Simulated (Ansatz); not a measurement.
A nudged elastic band was laid between two geometries of C₂H₉NSi₂ (14 atoms, charge 0, multiplicity 1).

The calculation used RKS CAM-B3LYP-D4/6-31G* (Ansatz).

```json
{
 "movable images": "5",
 "climbing image": "yes",
 "spring": "5.0 eV/Å²",
 "optimiser": "quadratic models (default)",
 "start path": "through a guess of the saddle point",
 "force threshold": "0.05 eV/Å",
 "iteration limit": "60",
 "end points": "relaxed"
}
```

First end point:

```xyz
14
Properties=species:S:1:pos:R:3
C -1.266 1.242 0.229
Si 0.193 0.088 0.218
N 1.204 0.284 1.587
C 0.010 -1.629 -0.378
Si 0.907 -0.994 -2.017
H -0.951 2.286 0.314
H -1.919 1.015 1.077
H -1.840 1.137 -0.695
H 1.804 -0.475 1.879
H 1.592 1.183 1.839
H -1.017 -1.966 -0.517
H 0.589 -2.382 0.159
H 1.037 0.540 -1.079
H -0.357 -0.358 -2.588
```

Last end point:

```xyz
14
Properties=species:S:1:pos:R:3
C -1.256 1.114 0.227
Si -0.241 -0.375 0.771
N 0.924 -0.060 2.017
C 0.662 -1.104 -0.669
Si 0.630 -0.558 -2.280
H -0.631 1.900 -0.209
H -1.778 1.549 1.086
H -2.016 0.839 -0.513
H 1.749 0.485 1.807
H 0.616 0.096 2.968
H -1.184 -1.358 1.374
H 1.289 -1.969 -0.453
H 1.389 -1.195 -3.378
H -0.165 0.606 -2.721
```

Question: Which bonds break or form, and what moves?

Answer: Bonds broken: Si2–H13, C4–H11. Bonds formed: Si2–H11.

Question: What energy profile does the band end with?

Answer: It did not converge within its limit. The highest image is number 2 of 0 to 6, 226.5 kJ/mol above the first end and 216.2 kJ/mol above the last; the last end lies 10.3 kJ/mol above the first. The band didn't meet its force threshold, so its energies are provisional: the largest band force was still 0.20 eV/Å, and over the last iterations the top stayed at 2.35 eV. Neighbouring images lie up to 3.8 Å apart, so the band is torn or far too coarse. The orbitals stay closed-shell, which can raise the energy where a bond breaks towards radicals; this wasn't checked here.

```tsv
image	path coordinate (Å)	energy (kJ/mol)	Si2–H13 (Å)	C4–H11 (Å)	Si2–H11 (Å)
0	0.00	0.0	1.61	1.09	2.49
1	3.27	8.7	1.62	1.09	2.49
2	6.53	226.5	3.28	1.45	1.67
3	10.34	12.1	3.59	2.69	1.50
4	14.15	76.8	4.37	2.70	1.49
5	17.95	11.3	4.55	2.72	1.49
6	21.75	10.3	4.53	2.77	1.49
```

Time of the run: 18 min on 2 threads of Arm Neoverse V2 (shared host), peak memory 0.29 GiB.
